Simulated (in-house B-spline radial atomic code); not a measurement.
**One electron outside the [He] 2s2 2p6 core: Si³⁺**

Computed with an all-electron radial atomic-structure program (B-spline basis), no-pair Dirac-Coulomb Hamiltonian, finite nucleus. Rungs: frozen-core Dirac-Hartree-Fock (DHF); Brueckner orbitals from the second-order correlation potential; the same with the Coulomb interaction screened by the core and the hole-particle interaction summed; Breit and QED terms from differences of relaxed Dirac-Fock atoms, where computed. Partial waves beyond l = 6 are extrapolated. The tables show a selection of states; those near core-excited levels, with erratic corrections or far from their DHF start are never shown.

Command:
```bash
python run_mb.py task.json out
```
Settings (nuclear radius in fm, box in bohr, cutoff in hartree):
```
basis_form          2
Z                   14
core_configuration  [He] 2s2 2p6
rms_radius          3.1224
mass_number         28
speed_of_light      137.036
box_radius          52.8
lmax                6
intervals           69
virtual_cutoff      392.0
```

Cost of the run: 59 s on 1 thread of Arm Neoverse N1, on a shared host.

Removal energies (eV):

```json
{"state": "3s1/2", "DHF": "44.7104", "second order": "45.1433", "screened": "45.1433", "Breit + QED": "-0.00809", "final": "45.1352"}
{"state": "3p1/2", "DHF": "35.9646", "second order": "36.3028", "screened": "36.3069", "Breit + QED": "-0.00588", "final": "36.301"}
{"state": "3p3/2", "DHF": "35.9066", "second order": "36.2425", "screened": "36.2465", "Breit + QED": "-0.00291", "final": "36.2436"}
{"state": "3d5/2", "DHF": "25.0209", "second order": "25.251", "screened": "25.2565", "Breit + QED": "0.000277", "final": "25.2568"}
{"state": "3d3/2", "DHF": "25.0209", "second order": "25.2513", "screened": "25.2568", "Breit + QED": "-0.000124", "final": "25.2567"}
{"state": "4s1/2", "DHF": "20.9628", "second order": "21.0926", "screened": "21.0901", "Breit + QED": "-0.0026", "final": "21.0875"}
{"state": "4p1/2", "DHF": "17.9666", "second order": "18.0808", "screened": "18.0798", "Breit + QED": "-0.00211", "final": "18.0777"}
{"state": "4p3/2", "DHF": "17.946", "second order": "18.0597", "screened": "18.0586", "Breit + QED": "-0.00104", "final": "18.0576"}
{"state": "4d3/2", "DHF": "14.0479", "second order": "?", "screened": "?", "Breit + QED": "?", "final": "?"}
{"state": "4d5/2", "DHF": "14.0479", "second order": "14.1427", "screened": "14.1442", "Breit + QED": "0.000136", "final": "14.1443"}
{"state": "4f5/2", "DHF": "13.613", "second order": "13.6333", "screened": "13.6343", "Breit + QED": "-", "final": "-"}
{"state": "4f7/2", "DHF": "13.6128", "second order": "13.6331", "screened": "13.634", "Breit + QED": "-", "final": "-"}
{"state": "5s1/2", "DHF": "12.1783", "second order": "12.2323", "screened": "12.2308", "Breit + QED": "-", "final": "-"}
{"state": "5p1/2", "DHF": "10.8072", "second order": "10.8582", "screened": "10.8573", "Breit + QED": "-", "final": "-"}
{"state": "5p3/2", "DHF": "10.7976", "second order": "10.8483", "screened": "10.8475", "Breit + QED": "-", "final": "-"}
{"state": "5d3/2", "DHF": "8.9522", "second order": "8.99892", "screened": "8.99937", "Breit + QED": "-", "final": "-"}
{"state": "5d5/2", "DHF": "8.95216", "second order": "8.99877", "screened": "8.99923", "Breit + QED": "-", "final": "-"}
{"state": "5f5/2", "DHF": "8.71342", "second order": "8.72502", "screened": "8.72557", "Breit + QED": "-", "final": "-"}
{"state": "5f7/2", "DHF": "8.71331", "second order": "?", "screened": "?", "Breit + QED": "?", "final": "?"}
{"state": "5g7/2", "DHF": "8.70784", "second order": "8.71068", "screened": "8.7108", "Breit + QED": "-", "final": "-"}
{"state": "5g9/2", "DHF": "8.70777", "second order": "8.7106", "screened": "8.71073", "Breit + QED": "-", "final": "-"}
```

What does correlation do to 5f7/2?

It adds 0.01159 eV to the removal energy in second order and 0.01214 eV with screening, giving 8.72545 eV before Breit and QED terms, which weren't computed for this state.

What does correlation do to 4d3/2?

It adds 0.09499 eV to the removal energy in second order and 0.09651 eV with screening; Breit and QED add -8.26e-05 eV, for a final 14.1443 eV.

How does the lowest state compare with the NIST ionisation energy?

3s1/2 is bound by 45.135 eV, without recoil; NIST lists 45.14179 ± 7e-05 eV (measured), a difference of -0.0066 eV.

Electric-dipole lines from 3s1/2 (reduced matrix elements in atomic units, length form, static core polarisation, sign of DHF taken positive):

```
upper     DHF  + core polarisation  + Brueckner  λ (nm)   A (s⁻¹)
3p1/2   1.585                1.545        1.531  140.35  8.59e+08
3p3/2   2.243                2.186        2.166  139.44  8.77e+08
4p1/2  0.1792               0.1944       0.1975  45.822  4.11e+08
4p3/2  0.2482               0.2698       0.2741  45.788  3.96e+08
```

What radiative lifetime does 4s1/2 get from its electric-dipole decays?

The rates to lower computed states sum to 3.58e+09 s⁻¹, a lifetime of 0.28 ns.

Magnetic hyperfine constants per unit nuclear g factor (MHz, nucleus as a uniformly magnetised ball; they apply to isotopes with nuclear spin):

| state | DHF | + core polarisation | + Brueckner |
| --- | --- | --- | --- |
| 3s1/2 | 4592 | 5273 | 5484 |
| 3p1/2 | 1027 | 1203 | 1258 |
| 3p3/2 | 202.2 | 217.5 | 227 |
| 4s1/2 | 1481 | 1688 | 1734 |
| 4p1/2 | 366 | 426.1 | 439.8 |
| 4p3/2 | 72.15 | 75.61 | 77.89 |

What is the static scalar polarisability of 3s1/2?

7.429 bohr³: 0.1624 from the core and 7.266 from the valence electron, Pauli blocking included.
